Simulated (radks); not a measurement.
Spherical quantum dot in the effective-mass picture: electrons in a hard-walled sphere of radius 5.17, with a point charge +1 (a donor) at the centre, all in effective atomic units (hartree* = m*/eps^2 hartree, bohr* = eps/m* bohr), one dielectric constant everywhere. Method: non-relativistic Kohn-Sham, LDA (Slater exchange, Perdew-Wang correlation), spin-polarised, spherical densities; computed with a radial shooting solver with Libxc functionals. Levels are named by radial order and angular momentum (1s, 1p, 1d, 2s, ...), and open shells are averaged over m.

N = 23, configuration 1s2 1p6 1d10 2s(up 1, down 0) 1f(up 4, down 0). This is the lowest configuration that the search found. Occupied and some empty levels:

level    occupation  eigenvalue (hartree*)  <r> (bohr*)
1s up             1                 5.4113        3.470
1s down           1                 5.4507        3.530
1p up             3                 5.5110        3.705
1p down           3                 5.5462        3.704
1d up             5                 5.6710        3.808
1d down           5                 5.7063        3.805
2s up             1                 5.8374        1.726
1f up             4                 5.8921        3.891
1f down           0                 5.9279        3.889
2s down           0                 5.9667        1.835
1g up             0                 6.1703        3.962
1g down           0                 6.2065        3.961
2p up             0                 6.3980        2.563
2p down           0                 6.4478        2.617
2d up             0                 6.8145        2.910
2d down           0                 6.8484        2.929

Energy (hartree*): total 67.0489, kinetic 16.107, external -7.0897, Hartree 65.590, exchange-correlation -7.5589.
